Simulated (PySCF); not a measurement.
Heteronuclear NMR

Molfile (atoms numbered from 1):
```
C2H6Cl2Si
     RDKit          3D

 11 10  0  0  0  0  0  0  0  0999 V2000
    0.5551   -1.5063    0.0323 C   0  0  0  0  0  0  0  0  0  0  0  0
    0.4920    0.3294   -0.1898 Si  0  0  0  0  0  4  0  0  0  0  0  0
   -1.1495    1.0928    0.1920 C   0  0  0  0  0  0  0  0  0  0  0  0
    1.9124    1.1853    1.0295 Cl  0  0  0  0  0  0  0  0  0  0  0  0
    0.9868    0.7736   -2.1369 Cl  0  0  0  0  0  0  0  0  0  0  0  0
   -0.1676   -1.9937   -0.6261 H   0  0  0  0  0  0  0  0  0  0  0  0
    1.5508   -1.8849   -0.2056 H   0  0  0  0  0  0  0  0  0  0  0  0
    0.3231   -1.7697    1.0670 H   0  0  0  0  0  0  0  0  0  0  0  0
   -1.1138    2.1728    0.0398 H   0  0  0  0  0  0  0  0  0  0  0  0
   -1.9222    0.6753   -0.4577 H   0  0  0  0  0  0  0  0  0  0  0  0
   -1.4226    0.8981    1.2319 H   0  0  0  0  0  0  0  0  0  0  0  0
  1  2  1  0
  2  3  1  0
  2  4  1  0
  2  5  1  0
  1  6  1  0
  1  7  1  0
  1  8  1  0
  3  9  1  0
  3 10  1  0
  3 11  1  0
M  END
```

[PySCF: PBE0-D3(BJ)/def2-TZVP geometry; shieldings: GIAO B97-2/pcSseg-2; equivalent nuclei averaged; no solvent model; non-relativistic Hamiltonian; one conformer]

Where does $^{29}$Si resonate?

Answers


```
atoms                  environment  σ (ppm)  δ (ppm)
  Si2  silicon bonded to 2 C, 2 Cl    307.1     28.4
```

Shieldings were converted by a linear fit to measured shifts: $^{29}$Si (scatter 6.0 ppm rms, 28.9 ppm with the 5 outliers that the fit left out vs TMS, solution or neat liquid). A few per cent of atoms miss by over 2 rms, more outside the fitted compound classes.

On a 600 MHz spectrometer $^{29}$Si resonates near 119.2 MHz, so 1 ppm is 119.2 Hz.
